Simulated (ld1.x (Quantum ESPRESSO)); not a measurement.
# Ir (Z = 77), TM semilocal: configuration errors across variants

iridium, norm-conserving Troullier–Martins (semilocal form), made with ld1.x (Quantum ESPRESSO) 7.5 (PBE, scalar-relativistic). Core [Kr] 4d10 4f14, reference 5s2 5p6 5d7 6s0 6p0 (charge +2). Waves: 5s (bound): rc 1.45 bohr; 5d (bound): rc 2.05 bohr; 5f channel at 0.25 Ry: rc 1.90 bohr; 5p (bound): rc 1.75 bohr. Local part: the p channel. Core correction: a·sin(br)/r model core inside 0.70 bohr.

All-electron excitation energies from the reference (eV): (1) 5s2 5p6 5d7 6s2 6p0 -27.348; (2) 5s2 5p6 5d7 6s1 6p0 -17.469; (3) 5s2 5p6 5d6 6s0 6p0 30.541; (4) 5s2 5p6 5d7.5 6s1.5 6p0 -27.633; (5) 5s2 5p5 5d7 6s2 6p0 33.599; (6) 5s2 5p6 5d8 6s1 6p0 -27.682; (7) 5s2 5p6 5d7 6s1.5 6p0 -23.313.

A semilocal file is local in each channel, so a ghost entry of none says nothing of the separable form that plane-wave codes build from it.

Tests that are not counted but printed errors over 1 eV. “all radii but the core radius scaled by about 1.23 (s 1.78, p 2.16, d 2.52, f 2.34 bohr)”: 5s2 5p6 5d7 6s2 6p0 (solver errors, printed error -1928 eV). “all radii but the core radius scaled by about 1.35 (s 1.96, p 2.36, d 2.78, f 2.56 bohr)”: 5s2 5p6 5d7 6s2 6p0 (solver errors, printed error -1924 eV); 5s2 5p5 5d7 6s2 6p0 (solver errors, printed error -5.0 eV); 2 more.

A true bound ghost makes a file unfit for plane-wave use even where its test errors are small: the radial tests pick states by their node count and pass the ghost by. Where a test does run into it, the solver fails or the error is huge.

Errors AE − PS in meV (a dash: test not solved or not reliable):

```csv
change,(1),(2),(3),(4),(5),(6),(7),bound ghosts
base,+3078,+1857,-5.7,+2192,+4433,+1389,+2538,none
"all radii but the core radius scaled by about 0.74 (s 1.08, p 1.30, d 1.52, f 1.42 bohr)",+308,+187,-7.5,+218,+375,+137,+255,none
"all radii but the core radius scaled by about 1.13 (s 1.64, p 1.98, d 2.32, f 2.14 bohr)",+6787,+4055,-6.2,+4904,+9458,+3152,+5564,none
"all radii but the core radius scaled by about 1.23 (s 1.78, p 2.16, d 2.52, f 2.34 bohr)",–,+5773,-6.1,-9932,+13217,–,+7955,s
"all radii but the core radius scaled by about 1.35 (s 1.96, p 2.36, d 2.78, f 2.56 bohr)",–,–,-1.2,-9627,–,–,+11145,s
```

**Question.** Give the same row for: all radii but the core radius scaled by about 0.93 (s 1.34, p 1.62, d 1.90, f 1.76 bohr).

**Answer.** +1441, +873, -6.0, +1019, +2065, +642, +1191; bound ghosts: none.
